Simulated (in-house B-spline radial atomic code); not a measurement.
Ionisation energies along the 52-electron series, configuration [Kr] 4d10 4f6, as differences of self-consistent energies. Dirac energy differences include first-order Breit, QED and recoil terms. NIST's values go from ground level to ground level; the uncertainty of those that are theory runs from under 0.1 % in few-electron ions to several per cent in heavy many-electron ones. Computed with a B-spline radial code for spherical atoms: Dirac-Hartree-Fock, average of the configuration, finite nuclei.

```csv
ion,configuration after,ionisation energy (eV),IE/(q+1)² (eV),Breit and QED recoil part (eV),tabulated value (eV),tabulated kind,computed minus tabulated (eV)
Er16+,[Kr] 4d10 4f5,361.5,1.251,0.09525,381,tabulated theory,-19.5
Tm17+,[Kr] 4d10 4f5,402.5,1.2424,0.096273,424,tabulated theory,-21.5
Yb18+,[Kr] 4d10 4f5,445.3,1.2336,0.096146,469,tabulated theory,-23.7
Lu19+,[Kr] 4d10 4f5,?,?,?,?,tabulated theory,?
Hf20+,[Kr] 4d10 4f5,536.4,1.2164,0.092354,570,tabulated theory,-33.6
Ta21+,[Kr] 4d10 4f5,584.7,1.208,0.088639,610,tabulated theory,-25.3
W22+,[Kr] 4d10 4f5,?,?,?,?,semi-empirical,?
Re23+,[Kr] 4d10 4f5,686.6,1.1919,0.077423,720,tabulated theory,-33.4
Os24+,[Kr] 4d10 4f5,740.1,1.1842,0.069858,770,tabulated theory,-29.9
```

Q: Fill in the row of Lu19+.

A: ionisation energy (eV): 490.0; IE/(q+1)² (eV): 1.225; Breit and QED recoil part (eV): 0.094847; tabulated value (eV): 520; computed minus tabulated (eV): -30.0.

Q: Fill in the row of W22+.

A: ionisation energy (eV): 634.7; IE/(q+1)² (eV): 1.1999; Breit and QED recoil part (eV): 0.083672; tabulated value (eV): 640.6; computed minus tabulated (eV): -5.9.

Where a p, d or f electron is removed, the computed value is a mean over both j, so it misses the tabulated one by a part of the spin-orbit splitting; averaging over terms and missing correlation add to the gap, relatively most at low charge.
